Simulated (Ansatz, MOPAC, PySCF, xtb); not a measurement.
Complex: SiH4 (SMILES [SiH4]) (first 5 atoms) with C3H4 (SMILES C=C=C); geometry from B3LYP-D3(BJ)/def2-TZVP, rigid monomers moved along the line of their centres of mass till Si1···C6 is 3.29 Å.
(charge 0, multiplicity 1):
| atom | x (Å) | y (Å) | z (Å) |
|---|---|---|---|
| Si | -0.1137 | 0.3464 | 0.2517 |
| H | 1.2281 | 0.6215 | 0.8093 |
| H | -0.0152 | 0.2466 | -1.2242 |
| H | -1.0399 | 1.4455 | 0.6010 |
| H | -0.6271 | -0.9333 | 0.7873 |
| C | -0.4433 | 1.0098 | 3.4608 |
| C | 0.0619 | -0.1883 | 3.4755 |
| C | 0.5670 | -1.3856 | 3.4773 |
| H | 0.1833 | 1.8827 | 3.3187 |
| H | -1.5068 | 1.1745 | 3.5893 |
| H | 0.6586 | -1.9549 | 2.5594 |
| H | 0.9113 | -1.8517 | 4.3931 |

Interaction energies are E(AB) − E(A) − E(B) at the monomers' geometry in the complex; basis-set methods are counterpoise corrected.

The state reached by AM1, PM3 isn't checked.

Codes used: Ansatz (a quantum-chemistry and plane-wave program) with Gaussian orbitals; MOPAC for AM1, PM3 (differences of heats of formation); PySCF for the dispersion terms; xtb for the GFN methods. Each number belongs to the level named beside it.

Q: One of these levels gives 1.82 kcal/mol for the interaction energy. Which one is it?
(A) PM3
(B) r2SCAN-D3(BJ)/def2-TZVPPD
(C) GFN2-xTB
(D) AM1

A: A, PM3. The others give 3.74 (AM1), -0.15 (GFN2-xTB), -0.96 (r2SCAN-D3(BJ)/def2-TZVPPD)
